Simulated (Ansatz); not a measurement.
Z-matrix (Å, degrees):
```
Si
B 1 2.005
F 1 1.607 2 113.3
H 1 1.489 2 109.9 3 119.8
H 1 1.489 2 109.9 3 -119.8
B 2 1.612 1 122.6 3 -0.0
H 2 1.201 1 113.2 3 -180.0
H 6 1.200 2 121.9 1 -88.5
H 6 1.200 2 121.8 1 88.6
```

Total charge 0; spin multiplicity 1.

(1) List the r2SCAN/def2-TZVPP orbital energies in eV (Ansatz). (Best estimate.)

Answers

(1) Computed: Occupied: -1791.84, -665.98, -180.53, -180.40, -142.21, -97.12, -97.05, -97.04, -31.07, -14.81, -13.54, -11.87, -11.11, -11.04, -10.54, -9.08, -8.62, -8.44, -7.21. Lowest empty: -3.04, -2.40, -0.22, 1.15, 2.11, 2.26, 2.46, 3.03.
